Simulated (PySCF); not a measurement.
I₃Sb (SMILES [I][Sb]([I])[I]), singlet, geometry from GFN2-xTB (all electrons, no relativity). Base run: M06/STO-3G in PySCF.

Here is a job for PySCF.
```python
from pyscf import gto, scf, dft

mol = gto.Mole()
mol.atom = '''
    Sb    0.012942    0.000905    1.012476
    I    -1.868655   -1.503724   -0.299579
    I    -0.373824    2.366280   -0.322147
    I     2.230025   -0.863427   -0.352543
'''
mol.basis = 'sto-3g'
mol.charge = 0
mol.spin = 0
mol.verbose = 3
mol.build()

mf = dft.RKS(mol)
mf.xc = 'm06'
mf.kernel()
mf.analyze()
```

Variants of this job, named by their change:

| change | ΔE vs base (mEh) | grid points | electrons on the grid | outcome |
|---|---|---|---|---|
| base | 0.000 | 87832 | 209.99999 | converged |
| grids.atom_grid = (150, 974) | 1.998 | 284272 | 210.00000 | converged |
| small_rho_cutoff = 0 | 0.000 | 87832 | 209.99999 | converged |
| grids.level = 0 | 1974.3 | 11320 | 210.00320 | converged |
| grids.prune = dft.gen_grid.treutler_prune | 0.009 | 88264 | 209.99999 | converged |
| grids.level = 1 | 21.876 | 32104 | 210.00015 | converged |
| grids.prune = dft.gen_grid.sg1_prune | - | - | - | stopped with an error |
| grids.atom_grid = (50, 194) | -420.1 | 24784 | 210.00014 | converged |
| grids.level = 2 | 2.317 | 56176 | 210.00004 | converged |
| grids.radi_method = mura_knowles | 2.102 | 77056 | 209.99999 | converged |
| grids.level = 7 | 1.983 | 360824 | 210.00000 | converged |

- grids.prune = dft.gen_grid.sg1_prune: ended with `IndexError: index 51 is out of bounds for axis 0 with size 19`
